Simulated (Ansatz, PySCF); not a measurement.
C₃H₃BO₂, SMILES C#CB(O)C=O.

The structure is a stationary point at PBE0-D3(BJ)/def2-SVP. This is a generated structure with no PubChem entry under its InChIKey; it may be hypothetical. One conformer was computed; it need not be the lowest.

Vertical ionisation energy (IE) and electron affinity (EA) in eV. Rows of orbital energies are one-electron estimates. Where ΔSCF, EOM or ADC give a negative EA the extra electron is unbound and the value depends on the basis.

```
level                                                                              IE          EA
-------------------------------------------------------------------------  ----------  ----------
−ε(HOMO), −ε(LUMO), B3LYP/def2-TZVP (PySCF)                                (withheld)  (withheld)
−ε(HOMO), −ε(LUMO), PBE/def2-TZVP (PySCF)                                        5.50        3.47
ΔSCF, CAM-B3LYP/def2-TZVPD (Ansatz), final states of multiplicity 2 and 2        9.70        0.59
ΔSCF, PBE/def2-TZVPD (Ansatz), final states of multiplicity 2 and 2              9.14        0.73
```

Problem. Some entries are withheld; supply them. (The exact figures need the calculation; the answer reports its results.)

Solution. 
- −ε(HOMO), −ε(LUMO), B3LYP/def2-TZVP (PySCF), IE: 6.89
- −ε(HOMO), −ε(LUMO), B3LYP/def2-TZVP (PySCF), EA: 2.71

Problem. What vertical singlet–triplet gap does ΔSCF give with CAM-B3LYP/def2-TZVPD (Ansatz, a first-principles code) and with PBE/def2-TZVPD (Ansatz)? (The exact figures need the calculation; the answer reports its results.)

Solution. 2.15 and 1.93 eV (triplet above singlet where positive).
